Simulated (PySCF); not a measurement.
19F chemical shifts

All values are calculated (PySCF): GIAO PBE0/pcSseg-1 shieldings, structure optimised with GFN2-xTB. In vacuum, non-relativistic, single conformer, fast rotation and ring inversion assumed for equivalent nuclei.

Shieldings were converted by a linear fit to measured shifts: 19F (scatter 6.0 ppm rms, 7.0 ppm with the 5 outliers that the fit left out vs CFCl3, solution or neat liquid, with a term for F on sp3 carbon). Occasional misses reach two or three times the rms, and more in compound classes unlike the fitted ones.

Question: Give the 19F shifts of `FCC(F)(F)[SiH2]O[SiH3]`, `FC[C@@H]1CCCC[C@H](F)C1`, `CNC[C@@H]1C[C@H](C#N)[C@H]1F`, `CC(=S)c1ncnc(F)n1`.

Answer: 
```tsv
compound	environment	δ (ppm)
[F:1][CH2:2][C:3]([F:4])([F:5])[SiH2:6][O:7][SiH3:8]	F4/5: fluorine of a CF2 group (×2)	-110.8
[F:1][CH2:2][C:3]([F:4])([F:5])[SiH2:6][O:7][SiH3:8]	F1: fluorine on an sp3 carbon	-241.4
[F:1][CH2:2][C@@H:3]1[CH2:4][CH2:5][CH2:6][CH2:7][C@H:8]([F:9])[CH2:10]1	F9: fluorine on an sp3 carbon	-166.9
[F:1][CH2:2][C@@H:3]1[CH2:4][CH2:5][CH2:6][CH2:7][C@H:8]([F:9])[CH2:10]1	F1: fluorine on an sp3 carbon	-232.2
CNC[C@@H]1C[C@H](C#N)[C@H]1F	fluorine on an sp3 carbon	-158.2
CC(=S)c1ncnc(F)n1	aryl fluorine	-42.3
```
